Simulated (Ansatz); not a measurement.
# Redistribution: C2H4Cl2 + C2H2F3I → CHCl2I + C3H5F3

Species: C2H4Cl2 (1,1-dichloroethane) `CC(Cl)Cl`, singlet; C2H2F3I (1,1,1-trifluoro-2-iodoethane) `FC(F)(F)CI`, singlet; CHCl2I `ClC(Cl)I`, singlet; C3H5F3 `CCC(F)(F)F`, singlet. The partners trade CH3 for I; both sit on C, so the bond types are kept.

Shapes, held fixed at every level: PBE0-D4/def2-TZVP. Programs: Ansatz 0.2.0. The zero-point and thermal change to 298 K, harmonic and unscaled (PBE0-D4/def2-TZVP), is +0.1 kJ/mol.

(1) Estimate ΔH(298 K) of this reaction.

Answers

(1) The highest level, CCSD(T)/def2-TZVPP, gives ΔH(298 K) = +22.9 kJ/mol; the levels span +15.5 to +31.1. The column of differences is taken from that level and isn't an error. No measured value is set beside it here. For atoms past krypton def2 sets carry core potentials with scalar relativity. Outer-core shells of I are correlated in most correlated rows, in sets that cover them unevenly.

```json
{"level": "HF/def2-SVP", "kind": "Hartree–Fock", "ΔH(298 K) (kJ/mol)": "+31.1", "less CCSD(T)/def2-TZVPP": "+8.2"}
{"level": "PBE-D4/def2-TZVPP", "kind": "GGA", "ΔH(298 K) (kJ/mol)": "+15.5", "less CCSD(T)/def2-TZVPP": "-7.4"}
{"level": "PBE0-D4/def2-TZVPP", "kind": "global hybrid", "ΔH(298 K) (kJ/mol)": "+19.8", "less CCSD(T)/def2-TZVPP": "-3.1"}
{"level": "r2SCAN0-D4/def2-TZVPP", "kind": "global hybrid", "ΔH(298 K) (kJ/mol)": "+22.3", "less CCSD(T)/def2-TZVPP": "-0.6"}
{"level": "CCSD(T)/def2-SVP", "kind": "coupled cluster or CI", "ΔH(298 K) (kJ/mol)": "+23.4", "less CCSD(T)/def2-TZVPP": "+0.5"}
{"level": "CCSD/def2-SVP", "kind": "coupled cluster or CI", "ΔH(298 K) (kJ/mol)": "+24.2", "less CCSD(T)/def2-TZVPP": "+1.3"}
{"level": "CCSD/def2-TZVPP", "kind": "coupled cluster or CI", "ΔH(298 K) (kJ/mol)": "+24.2", "less CCSD(T)/def2-TZVPP": "+1.3"}
{"level": "CCSD(T)/def2-TZVPP", "kind": "coupled cluster or CI", "ΔH(298 K) (kJ/mol)": "+22.9", "less CCSD(T)/def2-TZVPP": "0.0"}
```
